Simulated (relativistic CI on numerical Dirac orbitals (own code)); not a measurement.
# Rh3+: resonant inelastic scattering at the M2,3 edge

Computed with this model: Dirac-Coulomb-Breit CI, KLI orbitals optimised for each configuration, a model potential for QED, valence Slater integrals scaled by 0.9, Kramers-Heisenberg scattering through one core-hole configuration in a parametric crystal field; configurations [Kr] 4d6 → [Ne] 3s2 3p5 3d10 4s2 4p6 4d7; 300 K; core-hole width 1.2 eV; summed over polarisations. Incident energies are the highest absorption maxima for each field (at most a few, so the weaker spin-orbit partner edge can be absent), on the computed scale of the free ion. Intensities are in per cent of the strongest line above 0.02 eV; levels within 1 cm⁻¹ are merged; final levels count from the ground level, the first row holds all elastic scattering, lines under 0.4 are left out and each table stops after 24 rows. The scale of the Slater integrals is a model choice and moves the terms in proportion.

Field parameters in Wybourne normalisation: Td as Oh with Dq negative (B⁴₀ = 21Dq, B⁴₄ = √(5/14) B⁴₀). The field is a parameter set, without covalency.

S is read from ⟨S²⟩ = S(S + 1).

Td, 10Dq = -2650 cm⁻¹:

| Final level (eV) | Degeneracy | Irrep | S | 501.7 eV | 527 eV |
| --- | --- | --- | --- | --- | --- |
| 0.000 | 1 | A1 | 1.99 | 1381.2 | 85.0 |
| 0.013 | 3 | T1 | 1.99 | 43.2 | 2.2 |
| 0.026 | 2 | E | 1.99 | 83.6 | 10.2 |
| 0.057 | 3 | T2 | 1.99 | 86.2 | 12.1 |
| 0.107 | 1 | A2 | 1.99 | 32.1 | 6.3 |
| 0.320 | 3 | T2 | 1.99 | 100.0 | 31.8 |
| 0.408 | 3 | T1 | 1.99 | 58.9 | 29.4 |
| 0.432 | 2 | E | 1.98 | 25.1 | 3.4 |
| 0.512 | 3 | T2 | 1.99 | 43.6 | 5.5 |
| 0.541 | 3 | T1 | 1.98 | 38.4 | 3.4 |
| 0.564 | 1 | A1 | 1.98 | 12.8 | 0.8 |
| 2.019 | 3 | T2 | 0.98 | 13.9 | 7.2 |
| 2.057 | 1 | A1 | 0.99 | 5.7 | 3.6 |
| 2.060 | 2 | E | 1.01 | 16.6 | 5.3 |
| 2.073 | 3 | T1 | 0.99 | 15.3 | 10.0 |
| 2.216 | 3 | T2 | 0.98 | 9.2 | 7.7 |
| 2.241 | 3 | T1 | 1.00 | 5.3 | 4.6 |
| 2.266 | 3 | T2 | 0.99 | 17.9 | 15.0 |
| 2.282 | 2 | E | 0.99 | 7.8 | 4.7 |
| 2.322 | 2 | E | 0.95 | 7.9 | 8.3 |
| 2.334 | 1 | A2 | 0.98 | 3.8 | 4.2 |
| 2.366 | 3 | T2 | 0.99 | 9.8 | 11.0 |
| 2.427 | 3 | T1 | 1.00 | 10.9 | 13.8 |
| 2.444 | 3 | T1 | 0.97 | 3.5 | 3.2 |

Td, 10Dq = -6000 cm⁻¹:

| Final level (eV) | Degeneracy | Irrep | S | 501.8 eV | 527.2 eV |
| --- | --- | --- | --- | --- | --- |
| 0.000 | 1 | A1 | 1.98 | 1184.1 | 80.9 |
| 0.013 | 3 | T1 | 1.99 | 43.5 | 3.2 |
| 0.024 | 2 | E | 1.98 | 89.3 | 9.3 |
| 0.048 | 3 | T2 | 1.99 | 100.0 | 11.3 |
| 0.076 | 1 | A2 | 2.00 | 39.0 | 4.1 |
| 0.678 | 3 | T2 | 1.98 | 71.6 | 28.8 |
| 0.775 | 3 | T1 | 1.99 | 51.0 | 23.4 |
| 0.779 | 2 | E | 1.98 | 32.6 | 5.2 |
| 0.888 | 3 | T2 | 1.98 | 78.0 | 6.9 |
| 0.900 | 3 | T1 | 1.98 | 75.7 | 6.4 |
| 0.911 | 1 | A1 | 1.98 | 25.6 | 1.6 |
| 1.675 | 3 | T2 | 0.99 | 19.0 | 6.3 |
| 1.705 | 2 | E | 1.01 | 18.7 | 3.6 |
| 1.791 | 3 | T1 | 1.01 | 20.1 | 7.7 |
| 1.792 | 1 | A1 | 1.00 | 7.1 | 2.7 |
| 2.209 | 3 | T2 | 0.95 | 14.4 | 9.0 |
| 2.246 | 3 | T1 | 0.99 | 9.7 | 6.7 |
| 2.267 | 3 | T2 | 0.99 | 12.7 | 15.1 |
| 2.297 | 2 | E | 1.00 | 7.9 | 6.3 |
| 2.370 | 2 | E | 0.91 | 6.9 | 6.4 |
| 2.377 | 1 | A2 | 0.99 | 3.6 | 3.3 |
| 2.403 | 3 | T2 | 0.99 | 11.7 | 10.2 |
| 2.502 | 3 | T1 | 1.01 | 10.1 | 11.0 |
| 2.576 | 3 | T1 | 1.01 | 5.0 | 3.4 |

Td, 10Dq = -9350 cm⁻¹:

```csv
Final level (eV),Degeneracy,Irrep,S,502 eV,527.4 eV
0.000,1,A1,1.98,1084.0,78.2
0.012,3,T1,1.98,47.6,3.8
0.022,2,E,1.98,86.3,8.4
0.044,3,T2,1.99,100.0,10.0
0.068,1,A2,2.00,40.3,3.3
1.069,3,T2,1.97,64.9,27.3
1.165,2,E,1.96,40.3,5.9
1.170,3,T1,1.98,60.1,21.1
1.268,3,T2,1.72,68.3,3.7
1.293,3,T1,1.98,91.5,7.1
1.298,1,A1,1.97,32.3,1.9
1.332,3,T2,1.36,41.5,7.7
1.342,2,E,1.04,14.5,2.3
1.463,3,T1,1.02,16.5,4.5
1.481,1,A1,1.01,6.1,1.4
2.162,3,T2,0.83,15.8,11.0
2.258,3,T1,0.99,10.6,8.8
2.280,3,T2,0.99,11.0,15.9
2.306,2,E,0.95,9.8,8.9
2.344,2,E,0.83,6.2,5.0
2.394,1,A2,0.99,4.5,3.4
2.411,3,T2,0.98,12.4,9.9
2.519,3,T1,1.02,12.4,14.3
2.592,3,T1,1.03,9.5,6.3
```

For the first field the strongest loss at the lowest incident energy is the level at 0.32 eV (S = 1.99, against 1.99 in the thermal ground state). Levels of other spin, the first over 8 % at 2.02 eV, appear because spin-orbit coupling of the core hole, and in heavier ions of the valence shell too, mixes spins.
